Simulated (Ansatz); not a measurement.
Computed with Ansatz on PBE0-D4/def2-TZVP structures; ΔE is electronic, products minus reactants. CBS: MP2 limit from def2 TZ/QZ plus the TZ coupled-cluster correction, frozen cores. This one scheme is used for every species. Functionals use def2-TZVPP. B3LYP here is the variant with VWN-RPA as its local correlation; programs differ in this. For Se outer-core shells are correlated without core-valence functions, which leaves a few kJ/mol of doubt a bond. Scalar relativity is left out up to krypton. Each species was taken in one conformer, which may not be the lowest.

Consider the ligand exchange at the Si–Se bond: `[SeH][SiH]1C[SiH2]1` + HCl → `Cl[SiH]1C[SiH2]1` + H₂Se.

(1) Is it downhill or uphill in electronic energy at CCSD(T)/CBS, and by how much? (Estimate.)

(2) What do these levels give: r2SCAN-D4, PBE0, B3LYP, HF/def2-TZVPP, SCS-MP2/def2-TZVPP, HF/CBS(def2)? (An estimate is asked.)

Largest T1 diagnostic among the species: 0.012.

Answers

(1) Ansatz gave: Downhill: ΔE = -22.3 kJ/mol.

(2) The calculation gave: r2SCAN-D4 -26.0, PBE0 -24.0, B3LYP -31.1, HF/def2-TZVPP -36.5, SCS-MP2/def2-TZVPP -24.5, HF/CBS(def2) -37.4 kJ/mol.

In def2-TZVPP, CCSD(T) changes the Hartree–Fock value by +13.8 kJ/mol (the triples alone add +2.0 kJ/mol) and MP2 by +15.6 kJ/mol. The D4 term adds +4.2 kJ/mol with B3LYP and +2.3 kJ/mol with PBE0; it sums over pairs of atoms, weighted by their polarisabilities, and B3LYP, whose exchange is more repulsive, gets the larger term.
